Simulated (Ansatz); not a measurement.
Compare A (`C=C([SiH3])NC`) with its isomer B (`CC(C)[Si]N`).

Computed with Ansatz on PBE0-D4/def2-TZVP structures; ΔE is electronic, products minus reactants. CCSD(T)/CBS adds triple-zeta CCSD(T) − MP2 to the extrapolated MP2 energy (def2 sets, frozen cores). DFT in def2-TZVPP. B3LYP here is the variant with VWN-RPA as its local correlation; programs differ in this. One conformer a species, not always the lowest.

Task: Which is lower in electronic energy at CCSD(T)/CBS, and by how much? (Best estimate.)

Result: The calculation gave: B, by 25.1 kcal/mol.

Task: Give E(B) − E(A) in kcal/mol with B3LYP, MP2/def2-TZVPP, HF/def2-TZVPP, CCSD/def2-TZVPP, ωB97M-V, PBE-D4, B2PLYP. (Best estimate.)

Result: Computed: B3LYP -21.3, MP2/def2-TZVPP -25.1, HF/def2-TZVPP -18.8, CCSD/def2-TZVPP -25.1, ωB97M-V -25.8, PBE-D4 -22.7, B2PLYP -22.6. None reverses the order clearly.

Largest T1 diagnostic: 0.012.

In def2-TZVPP, CCSD(T) changes the Hartree–Fock value by −5.9 kcal/mol (the triples alone add +0.3 kcal/mol) and MP2 by −6.3 kcal/mol. From PBE to PBE0 (25 % exact exchange), in def2-TZVPP and without D4, E(B) − E(A) moves by −0.7 kcal/mol.
